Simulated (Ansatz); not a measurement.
`CC[C@@H]1CCC[C@H]1C`, relaxed with RKS PBE-D4/def2-SVP in the Gaussian-basis code of Ansatz from a rough embedded geometry. The force threshold is 0.03 eV/Å; the program also tests the step.

The species carries charge 0 and has multiplicity 1.

Start:

```xyz
24

C     2.733    0.815    0.255
C     1.489    0.186    0.872
C     0.358    0.013   -0.138
C    -0.194    1.344   -0.669
C    -1.675    1.094   -1.009
C    -1.962   -0.353   -0.594
C    -0.882   -0.687    0.437
C    -0.713   -2.185    0.649
H     2.521    1.821   -0.101
H     3.082    0.220   -0.586
H     3.533    0.873    0.988
H     1.140    0.807    1.701
H     1.754   -0.792    1.280
H     0.728   -0.585   -0.978
H     0.365    1.690   -1.537
H    -0.110    2.107    0.106
H    -2.313    1.783   -0.455
H    -1.874    1.245   -2.070
H    -1.855   -1.021   -1.451
H    -2.969   -0.476   -0.195
H    -1.139   -0.217    1.392
H    -0.405   -2.668   -0.277
H     0.037   -2.387    1.410
H    -1.652   -2.629    0.971
```

| step | energy (eV) | largest force (eV/Å) | largest move (Å) |
| --- | --- | --- | --- |
| 1 | -8539.8683 | 0.768 | 0.000 |
| 2 | -8540.0083 | 0.298 | 0.055 |
| 3 | -8540.0228 | 0.083 | 0.035 |
| 4 | -8540.0236 | 0.016 | 0.010 |

End:

```xyz
24

C     2.766    0.817    0.261
C     1.514    0.165    0.853
C     0.352    0.024   -0.135
C    -0.207    1.366   -0.668
C    -1.699    1.107   -1.025
C    -1.974   -0.359   -0.622
C    -0.897   -0.695    0.424
C    -0.723   -2.189    0.690
H     2.563    1.850   -0.089
H     3.144    0.241   -0.611
H     3.587    0.874    1.004
H     1.161    0.756    1.729
H     1.778   -0.839    1.251
H     0.708   -0.580   -1.005
H     0.377    1.748   -1.529
H    -0.127    2.137    0.128
H    -2.358    1.798   -0.462
H    -1.912    1.284   -2.099
H    -1.840   -1.034   -1.496
H    -3.006   -0.524   -0.248
H    -1.170   -0.190    1.382
H    -0.426   -2.721   -0.240
H     0.057   -2.388    1.454
H    -1.665   -2.650    1.052
```

Hardware: 4 threads of an AMD EPYC 7R13 on a shared host and a share of an NVIDIA H100 80 GB. Wall time 11 s, peak host memory 0.85 GiB.
